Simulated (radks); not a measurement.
Task: Species: the lead ion Pb65+. Configuration: [Ne] 3s2 3p5 (the NIST ground configuration). Calculated with a radial shooting solver on a logarithmic mesh with Libxc functionals: non-relativistic Kohn-Sham, TPSS, spin-polarised, spherical densities, point nucleus; open shells are filled with parallel spins first (spin-orbit coupling, left out, can overturn this in heavy ions); meta-GGA in the generalised Kohn-Sham scheme; relativity is left out, which matters for an element this heavy. Some entries of the table are withheld. Estimate them.

orbital,occ.,eigenvalue (hartree),<r^2> (bohr^2)
1s up,1,-3096.088,0.0004548
1s down,1,-3095.947,0.0004548
2s up,1,-673.7402,0.006888
2s down,1,-673.6713,0.006886
2p up,3,-657.5853,0.005069
2p down,3,-657.4518,0.005069
3s up,1,-274.7300,0.03717
3s down,1,-274.3292,0.03720
3p up,3,-268.3418,0.03351
3p down,2,-267.9296,0.03355
3d up,0,(1),0.02467
3d down,0,(2),0.02466
4s up,0,(3),(4)
4s down,0,(5),(6)

Result: 
(1) 3d up eigenvalue (hartree): -258.4364
(2) 3d down eigenvalue (hartree): -258.1122
(3) 4s up eigenvalue (hartree): -147.6460
(4) 4s up <r^2> (bohr^2): 0.1245
(5) 4s down eigenvalue (hartree): -147.5175
(6) 4s down <r^2> (bohr^2): 0.1246
